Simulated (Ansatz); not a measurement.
Reaction (SMILES): [SiH3]c1ccc[nH]1 [1H-pyrrol-2-ylsilane] + 8 [H][H] (H2) → 4 C (CH4) + N (NH3) + [SiH4] (SiH4)
Structures are relaxed separately at B3LYP-D3(BJ)/def2-TZVP in Ansatz (a program for electronic structure).
Geometry of the first species:
```xyz
13

Si     2.0554     0.0451     0.0109
C      0.2088    -0.0378     0.0271
C     -0.6119    -0.9965     0.5999
C     -1.9600    -0.6384     0.3549
C     -1.9425     0.5341    -0.3641
N     -0.6371     0.8866    -0.5558
H      2.5536     1.2848     0.6593
H      2.5917     0.0375    -1.3739
H      2.5657    -1.1336     0.7436
H     -0.2663    -1.8637     1.1383
H     -2.8409    -1.1739     0.6669
H     -2.7476     1.1366    -0.7488
H     -0.3379     1.7063    -1.0531
```

Property: energy of full hydrogenation (electronic energy difference), in kJ/mol. Cores are frozen in the correlated levels unless marked. Spin-orbit coupling is left out. Non-relativistic. CBS(X,Y): correlation extrapolated as X^-3; Hartree-Fock from the larger set.

```json
[
 {"level": "revPBE/def2-TZVPD", "program": "Ansatz", "energy of full hydrogenation (kJ/mol)": "-570.7"},
 {"level": "PBE0-D3(BJ)/def2-TZVPD", "program": "Ansatz + dftd3", "energy of full hydrogenation (kJ/mol)": "-617.4"},
 {"level": "PBE0/def2-QZVPP", "program": "Ansatz", "energy of full hydrogenation (kJ/mol)": "-639.0"},
 {"level": "BHLYP-D3(BJ)/def2-TZVPD", "program": "Ansatz + dftd3", "energy of full hydrogenation (kJ/mol)": "-648.4"},
 {"level": "RI-MP2/aug-cc-pV(Q+d)Z", "program": "Ansatz", "energy of full hydrogenation (kJ/mol)": "-561.2"}
]
```

### Question
Predict the CCSD(T)/CBS(cc-pV(T+d)Z,cc-pV(Q+d)Z) result (Ansatz).

### Answer
-600.7 kJ/mol
